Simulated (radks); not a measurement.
Q: Ionisation of the potassium ion K2+, [Ne] 3s2 3p5, to [Ne] 3s2 3p4 as the strength of local exchange is varied. Calculated with a radial shooting solver on a logarithmic mesh with Libxc functionals: Dirac Kohn-Sham, Slater X-alpha exchange (alpha = 2/3 is LDA exchange), no correlation, spin-unpolarised, spherical densities, point nucleus; open shells are shared between the two j in proportion to 2j + 1.

| alpha | E(K2+) (hartree) | exchange (hartree) | IE (eV) | -e of the level emptied (eV) | <r> of it (bohr) |
|---|---|---|---|---|---|
| 0.65 | -597.06679 | -28.94749 | 44.995 | 37.258 (3p3/2) | 1.367 |
| 0.667 | -597.82426 | -29.73489 | 45.349 | 37.594 (3p3/2) | 1.363 |
| 0.738 | -600.99618 | -33.04008 | 46.841 | 39.017 (3p3/2) | 1.348 |
| 0.784 | -603.05842 | -35.19582 | 47.821 | 39.952 (3p3/2) | 1.338 |
| 0.832 | -605.21634 | -37.45732 | 48.854 | 40.939 (3p3/2) | 1.329 |
| 0.892 | -607.92239 | -40.30146 | 50.161 | 42.189 (3p3/2) | 1.317 |
| 0.955 | -610.77409 | -43.30845 | 51.552 | 43.521 (3p3/2) | 1.305 |
| ? | -613.90954 | -46.62608 | 53.096 | 45.002 (3p3/2) | 1.292 |

Which alpha was used in the last row?

A: alpha = 1.024. NIST Atomic Spectra Database: 45.803 eV (semi-empirical). The Delta-SCF value meets it near alpha = 0.69. Spin polarisation and multiplet splitting are left out, so open shells lie too high by an amount that depends on their filling.

Beside tabulated values, note that spin-unpolarised runs miss the spin-polarisation part of the exchange energy of open shells.
